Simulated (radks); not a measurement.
These are the eigenvalues of the occupied orbitals of an atom or ion with whole-number occupations (Ry). Method: scalar-relativistic Kohn-Sham, exchange-only LDA, spin-polarised, spherical densities, point nucleus; computed with a radial shooting solver on a logarithmic mesh with Libxc functionals.

| orbital | eigenvalue |
|---|---|
| 1s up | -5591.298 |
| 1s down | -5591.298 |
| 2s up | -978.0731 |
| 2s down | -978.0603 |
| 2p up | -849.9359 |
| 2p down | -849.9252 |
| 3s up | -228.6332 |
| 3s down | -228.6270 |
| 3p up | -191.1757 |
| 3p down | -191.1691 |
| 3d up | -149.8946 |
| 3d down | -149.8850 |
| 4s up | -48.63341 |
| 4s down | -48.61983 |
| 4p up | -36.34619 |
| 4p down | -36.33236 |
| 4d up | -21.26165 |
| 4d down | -21.24481 |
| 5s up | -7.17001 |
| 5s down | -7.05949 |
| 4f up | -4.48819 |
| 4f down | -4.46127 |
| 5p up | -3.99713 |
| 5p down | -3.86030 |
| 5d up | -0.51594 |
| 6s up | -0.44589 |
| 5d down | -0.36608 |
| 6s down | -0.36285 |

Which element is it, and in what charge state? The configuration may be excited. Open shells, if any, are filled with parallel spins first.

Answer. Z = 77, iridium, charge 0: Ir in [Xe] 4f14 5d7 6s2. The list shows which subshells hold electrons but not how many an open one holds; the 1s level, -2795.6 hartree, gives Z - s = 74.8 by -(Z - s)^2/2, which with screening and relativity narrows Z to a few neighbours, and the depths of the outer levels then fix element, charge and occupations together.
